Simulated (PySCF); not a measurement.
BrFHInO. Atoms are numbered in the order given.

```xyz
5

In     0.0034    -0.6553     0.0000
F      1.7394    -1.5696     0.0000
Br    -0.0394     1.8084     0.0000
O     -1.6321    -1.7911     0.0000
H     -1.3884    -2.7299     0.0000
```

The structure is a stationary point at B3LYP-D3(BJ)/def2-SVP. The structure was generated by enumeration; whether it is a known compound was not checked. The def2 effective core potentials stand for the cores of In; spin–orbit coupling is left out. One conformer was computed; it need not be the lowest.

Computed with TDDFT-M06-2X/def2-SVPD (PySCF).

Vertical excitations.  State labels are in the subgroup Cs.

### Question
Give excitation energies, oscillator strengths and character. (Estimate from the structure and the level; the computed values follow.)

### Answer

```tsv
state	symmetry	energy (eV)	λ (nm)	f	main pairs
S1	A"	4.98	249	0.002	HOMO−1→LUMO 86 %
S2	A'	4.98	249	0.021	HOMO→LUMO 96 %
S3	A"	5.43	229	0.029	HOMO−2→LUMO 83 %
S4	A'	6.17	201	0.069	HOMO−3→LUMO 62 %, HOMO−1→LUMO+1 18 %, HOMO−2→LUMO+1 10 %
S5	A"	6.30	197	0.000	HOMO→LUMO+1 98 %
S6	A'	6.60	188	0.026	HOMO−1→LUMO+1 51 %, HOMO−4→LUMO 37 %, HOMO−2→LUMO+1 8 %
S7	A'	7.01	177	0.138	HOMO−6→LUMO 57 %, HOMO−1→LUMO+1 12 %, HOMO−4→LUMO 11 %
S8	A"	7.07	175	0.022	HOMO−5→LUMO 91 %
S9	A"	7.21	172	0.000	HOMO−3→LUMO+1 93 %
S10	A'	7.53	165	0.360	HOMO−6→LUMO 29 %, HOMO−4→LUMO 23 %, HOMO−3→LUMO 19 %, HOMO−1→LUMO+1 13 %
T1	A'	4.63	268	0	HOMO→LUMO 92 %
T2	A"	4.68	265	0	HOMO−1→LUMO 81 %, HOMO−2→LUMO 12 %
T3	A"	5.03	247	0	HOMO−2→LUMO 78 %, HOMO−1→LUMO 13 %
T4	A'	5.26	236	0	HOMO−3→LUMO 84 %
```
Triplets are in the Tamm–Dancoff approximation, which puts them higher than full response would, so one can lie above its singlet here.
